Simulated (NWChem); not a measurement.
System: CH₆OSSi; SMILES [SiH2](SC)O

Excerpt of the output:

```
             Northwest Computational Chemistry Package (NWChem) 7.3.0
             --------------------------------------------------------

 C1  symmetry detected

                             Geometry "geometry" -> ""
                             -------------------------

 Output coordinates in angstroms (scale by  1.889725989 to convert to a.u.)

  No.       Tag          Charge          X              Y              Z
 ---- ---------------- ---------- -------------- -------------- --------------
    1 Si                  14.0000    -0.48188833    -0.90665234    -0.25959191
    2 O                    8.0000     0.39036958    -2.17203968     0.36999749
    3 S                   16.0000     0.69034069     0.89122666    -0.18721411
    4 C                    6.0000    -0.55449533     2.10551796     0.36128721
    5 H                    1.0000    -1.73386294    -0.60110010     0.50386637
    6 H                    1.0000    -0.82015361    -1.33992958    -1.64051143
    7 H                    1.0000     0.82752548    -2.00204428     1.21056440
    8 H                    1.0000    -1.28493073     2.32166968    -0.43010144
    9 H                    1.0000    -1.07819871     1.76959534     1.26689577
   10 H                    1.0000    -0.00537849     3.02852480     0.59129573

 Effective nuclear repulsion energy (a.u.)     223.2988088359

                                 NWChem DFT Module
                                 -----------------

 Summary of "ao basis" -> "ao basis" (spherical)
 ------------------------------------------------------------------------------
       Tag                 Description            Shells   Functions and Types
 ---------------- ------------------------------  ------  ---------------------
 Si                          6-31g*                  8       18   4s3p1d
 O                           6-31g*                  6       14   3s2p1d
 S                           6-31g*                  8       18   4s3p1d
 C                           6-31g*                  6       14   3s2p1d
 H                           6-31g*                  2        2   2s

            General Information
            -------------------
          SCF calculation type: DFT
          Wavefunction type:  closed shell.
          No. of atoms     :    10
          No. of electrons :    50
           Alpha electrons :    25
            Beta electrons :    25
          Charge           :     0
          Spin multiplicity:     1
          Use of symmetry is: off; symmetry adaption is: off
          Maximum number of iterations: 150
          AO basis - number of functions:    76
                     number of shells:    40
          Convergence on energy requested:  1.00D-06
          Convergence on density requested:  1.00D-05
          Convergence on gradient requested:  5.00D-04

              XC Information
              --------------
                     Hartree-Fock (Exact) Exchange  1.000
                   CAM-Becke88 Exchange Functional  1.000
              Lee-Yang-Parr Correlation Functional  1.000

           Range-Separation Parameters
           ---------------------------
           Alpha           :  0.00
           Beta            :  1.00
           Gamma           :  0.33
           Short-Range HF  :     F

             Grid Information
             ----------------
          Grid used for XC integration:  medium
          Radial quadrature: Mura-Knowles
          Angular quadrature: Lebedev.
          Tag              B.-S. Rad. Rad. Pts. Rad. Cut. Ang. Pts.
          ---              ---------- --------- --------- ---------
          Si                  1.10       88          10.0       590
          O                   0.60       49          12.0       434
          S                   1.00       88           9.0       590
          C                   0.70       49          11.0       434
          H                   0.35       45          12.0       434
          Grid pruning is: on
          Number of quadrature shells:   544
          Spatial weights used:  Erf1

      Superposition of Atomic Density Guess
      -------------------------------------

 Sum of atomic energies:        -801.67699009

      Non-variational initial energy
      ------------------------------

 Total energy =    -803.211518
 1-e energy   =   -1550.863041
 2-e energy   =     524.352714
 HOMO         =      -0.289519
 LUMO         =       0.036234

     ---------------------------------------------
      Total Density - Mulliken Population Analysis
     ---------------------------------------------

    Atom       Charge   Shell Charges
 -----------   ------   -------------------------------------------------------
    1 Si  14    13.09   2.00  2.00  5.97  0.91  1.42  0.26  0.34  0.19
    2 O    8     9.03   2.00  0.93  3.15  0.90  2.04  0.01
    3 S   16    16.34   2.00  2.00  5.98  1.32  3.09  0.52  1.40  0.03
    4 C    6     6.65   2.00  0.70  1.90  0.73  1.29  0.03
    5 H    1     1.08   0.47  0.61
    6 H    1     1.07   0.48  0.60
    7 H    1     0.45   0.35  0.10
    8 H    1     0.76   0.47  0.30
    9 H    1     0.77   0.46  0.30
   10 H    1     0.76   0.46  0.30

   convergence    iter        energy       DeltaE   RMS-Dens  Diis-err
 ---------------- ----- ----------------- --------- --------- ---------
 d= 0,ls=0.0,diis     1   -803.8476181470 -1.03D+03  1.20D-02  7.44D-01
 d= 0,ls=0.0,diis     2   -803.8741817181 -2.66D-02  5.40D-03  5.40D-01
 d= 0,ls=0.0,diis     3   -803.9220927662 -4.79D-02  1.37D-03  2.87D-02
 d= 0,ls=0.0,diis     4   -803.9247410708 -2.65D-03  3.76D-04  1.07D-03
 d= 0,ls=0.0,diis     5   -803.9248867099 -1.46D-04  1.33D-04  7.13D-05
  Resetting Diis
 d= 0,ls=0.0,diis     6   -803.9248991984 -1.25D-05  4.75D-05  7.49D-06
 d= 0,ls=0.0,diis     7   -803.9249006727 -1.47D-06  1.33D-05  3.71D-07
 d= 0,ls=0.0,diis     8   -803.9249007421 -6.95D-08  4.60D-06  1.52D-07

         Total DFT energy =     -803.924900742143
      One electron energy =    -1554.301131078199
           Coulomb energy =      589.265166192782
    Exchange-Corr. energy =      -62.187744692658
 Nuclear repulsion energy =      223.298808835933

 Numeric. integr. density =       49.999998882880

                       DFT Final Molecular Orbital Analysis
                       ------------------------------------

 Vector   23  Occ=2.000000D+00  E=-4.165876D-01
              MO Center= -1.9D-01, -1.1D+00, -5.9D-02, r^2= 3.6D+00
   Bfn.  Coefficient  Atom+Function         Bfn.  Coefficient  Atom+Function
  ----- ------------  ---------------      ----- ------------  ---------------
    21      0.308949   2 O  px               23     -0.272138   2 O  pz
    66      0.247705   5 H  s                25      0.231634   2 O  px
    68     -0.231092   6 H  s                 8      0.207821   1 Si py
    27     -0.207120   2 O  pz                9      0.183028   1 Si pz
    67     -0.162236   6 H  s                65      0.152189   5 H  s

 Vector   24  Occ=2.000000D+00  E=-3.830290D-01
              MO Center=  2.7D-01,  2.1D-01,  6.1D-03, r^2= 3.7D+00
   Bfn.  Coefficient  Atom+Function         Bfn.  Coefficient  Atom+Function
  ----- ------------  ---------------      ----- ------------  ---------------
    39      0.451184   3 S  px               40      0.273461   3 S  py
    43      0.250141   3 S  px               66      0.216653   5 H  s
    21      0.202188   2 O  px                8     -0.184409   1 Si py
     7     -0.181856   1 Si px               35     -0.174960   3 S  px
    25      0.164531   2 O  px               22      0.137198   2 O  py

 Vector   25  Occ=2.000000D+00  E=-3.347864D-01
              MO Center=  4.5D-01,  7.7D-01, -1.8D-01, r^2= 2.5D+00
   Bfn.  Coefficient  Atom+Function         Bfn.  Coefficient  Atom+Function
  ----- ------------  ---------------      ----- ------------  ---------------
    41      0.626145   3 S  pz               45      0.388182   3 S  pz
    37     -0.239311   3 S  pz               68      0.149406   6 H  s
    40     -0.140908   3 S  py               72      0.134752   8 H  s
    39      0.120928   3 S  px               55     -0.117044   4 C  pz
    74     -0.116719   9 H  s                22     -0.103320   2 O  py

 Vector   26  Occ=0.000000D+00  E= 8.251140D-02
              MO Center= -2.7D-01, -4.3D-01, -1.2D-01, r^2= 5.4D+00
   Bfn.  Coefficient  Atom+Function         Bfn.  Coefficient  Atom+Function
  ----- ------------  ---------------      ----- ------------  ---------------
    12      0.774113   1 Si py               56     -0.658322   4 C  s
    24      0.640450   2 O  s                11     -0.404846   1 Si px
    13     -0.393648   1 Si pz               44      0.375512   3 S  py
    66     -0.272041   5 H  s                45      0.254533   3 S  pz
     8      0.248592   1 Si py               76      0.230891  10 H  s

 Vector   27  Occ=0.000000D+00  E= 1.151437D-01
              MO Center= -3.0D-01, -4.8D-01, -7.8D-03, r^2= 5.4D+00
   Bfn.  Coefficient  Atom+Function         Bfn.  Coefficient  Atom+Function
  ----- ------------  ---------------      ----- ------------  ---------------
    10      0.982689   1 Si s                11      0.985754   1 Si px
    42     -0.976921   3 S  s                12      0.833867   1 Si py
    44      0.781364   3 S  py               56     -0.453038   4 C  s
    13      0.424141   1 Si pz               43      0.316369   3 S  px
    74      0.301977   9 H  s                24     -0.259601   2 O  s

 Vector   28  Occ=0.000000D+00  E= 1.236121D-01
              MO Center=  4.3D-02,  2.4D-01, -3.0D-02, r^2= 5.1D+00
   Bfn.  Coefficient  Atom+Function         Bfn.  Coefficient  Atom+Function
  ----- ------------  ---------------      ----- ------------  ---------------
    56     -1.016394   4 C  s                42      0.939422   3 S  s
    13      0.700726   1 Si pz               43     -0.668832   3 S  px
    58      0.462451   4 C  py               68      0.458286   6 H  s
    66     -0.420483   5 H  s                12     -0.398378   1 Si py
    44      0.394019   3 S  py               57     -0.345701   4 C  px

     ---------------------------------------------
      Total Density - Mulliken Population Analysis
     ---------------------------------------------

    Atom       Charge   Shell Charges
 -----------   ------   -------------------------------------------------------
    1 Si  14    13.47   2.00  1.99  5.96  0.95  1.79  0.22  0.29  0.27
    2 O    8     8.65   2.00  0.88  2.95  0.93  1.87  0.02
    3 S   16    16.15   2.00  2.00  5.96  1.32  3.10  0.51  1.22  0.05
    4 C    6     6.58   2.00  0.65  2.11  0.68  1.10  0.03
    5 H    1     1.08   0.49  0.59
    6 H    1     1.05   0.49  0.56
    7 H    1     0.57   0.46  0.12
    8 H    1     0.81   0.50  0.31
    9 H    1     0.82   0.50  0.32
   10 H    1     0.81   0.50  0.31

     -------------------------------------------
      Total Density - Lowdin Population Analysis
     -------------------------------------------

    Atom       Charge   Shell Charges
 -----------   ------   -------------------------------------------------------
    1 Si  14    13.63   2.00  1.98  5.88  0.66  1.62  0.37  0.76  0.37
    2 O    8     8.51   1.99  0.85  2.80  0.72  2.12  0.03
    3 S   16    16.08   2.00  1.99  5.89  1.05  2.86  0.58  1.65  0.06
    4 C    6     6.47   1.99  0.56  1.91  0.47  1.48  0.06
    5 H    1     1.06   0.49  0.56
    6 H    1     1.03   0.49  0.54
    7 H    1     0.66   0.43  0.23
    8 H    1     0.86   0.48  0.37
    9 H    1     0.85   0.48  0.37
   10 H    1     0.85   0.48  0.37

     Multipole analysis of the density
     ---------------------------------

     L   x y z        total         alpha         beta         nuclear
     -   - - -        -----         -----         ----         -------
     0   0 0 0     -0.000000    -25.000000    -25.000000     50.000000

     1   1 0 0     -0.494899     -0.247450     -0.247450      0.000000
     1   0 1 0      0.425487      0.212744      0.212744     -0.000000
     1   0 0 1      0.615739      0.307869      0.307869      0.000000

     2   2 0 0    -30.273932    -52.842710    -52.842710     75.411488
     2   1 1 0     -1.936669      3.050060      3.050060     -8.036789
     2   1 0 1      1.417534      0.183707      0.183707      1.050120
     2   0 2 0    -30.252201   -215.849552   -215.849552    401.446902
     2   0 1 1     -0.813039     -2.667366     -2.667366      4.521692
     2   0 0 2    -28.583351    -32.027083    -32.027083     35.470815
```

Level: LC-BLYP (range parameter 0.33 per bohr)/6-31G* (spherical d). All runs use the structure optimised with PBE0/def2-SVP.

Q: Reconstruct the input file.

A: One answer among several that fit: the input that was run:
```
start job
memory heap 200 mb stack 900 mb global 1100 mb
geometry units angstroms noautoz
  Si    -0.530613     0.922329     0.016153
  O      0.557975     2.123711    -0.344512
  S      0.519069    -0.881206     0.523260
  C     -0.481211    -2.131923    -0.348589
  H     -1.425044     0.558302    -1.128901
  H     -1.336184     1.475548     1.136017
  H      1.266708     1.879133    -0.948197
  H     -1.458699    -2.274751     0.131693
  H     -0.622922    -1.873074    -1.406961
  H      0.079543    -3.074286    -0.286285
end
basis spherical
  * library 6-31g*
end
dft
  xc xcamb88 1.00 lyp 1.0 hfexch 1.00
  cam 0.33 cam_alpha 0.0 cam_beta 1.0
  iterations 150
  mulliken
end
task dft energy
```
